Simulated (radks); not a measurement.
The numbers below are computed, except where a source is named.
Ca+, configuration [Ar] 4s1.

Level of theory: Dirac Kohn-Sham, LDA (Slater exchange, Perdew-Wang correlation), spin-unpolarised, spherical densities, point nucleus (a radial shooting solver on a logarithmic mesh with Libxc functionals).

Energy parts (eV):
| part | energy |
|---|---|
| total | -18461.801 |
| kinetic | 18595.543 |
| electron-nucleus | -43784.821 |
| Hartree | 7656.867 |
| exchange-correlation | -929.390 |

Orbitals (lengths in bohr, moments of r in powers of bohr; <r^-3> diverges for s and p1/2; r(max) is where P^2 peaks; r(90%) holds 90 % of the orbital's charge):
orbital  occ.  eigenvalue (eV)      <r^4>   r(max)  r(90%)  <r^-3>  small-component weight
1s1/2       2        -3944.542  0.0001639  0.05039   0.138       -                5.09e-03
2s1/2       2        -420.1140    0.04446   0.3008   0.569       -                8.52e-04
2p1/2       2        -344.0312    0.03651   0.2451   0.540       -                8.34e-04
2p3/2       4        -340.3542    0.03749   0.2472   0.543   183.9                8.26e-04
3s1/2       2         -53.7967      3.907   0.9927    1.74       -                1.67e-04
3p1/2       2         -35.1782      6.295    1.041    1.95       -                1.40e-04
3p3/2       4         -34.7868      6.456    1.048    1.97   19.69                1.38e-04
3d3/2       0          -8.6013      62.80    1.248    3.44   1.036                6.38e-05
3d5/2       0          -8.5805      63.30    1.250    3.44   1.026                6.36e-05
4s1/2       1          -9.1692      317.4    3.108    5.24       -                2.34e-05
4p1/2       0          -6.0844      705.1    3.781    6.39       -                1.67e-05
4p3/2       0          -6.0513      716.3    3.799    6.42   1.677                1.66e-05

The highest occupied level is 4s1/2 at -9.169 eV. The density falls to 0.001 e/bohr^3 at r = 4.29 bohr.
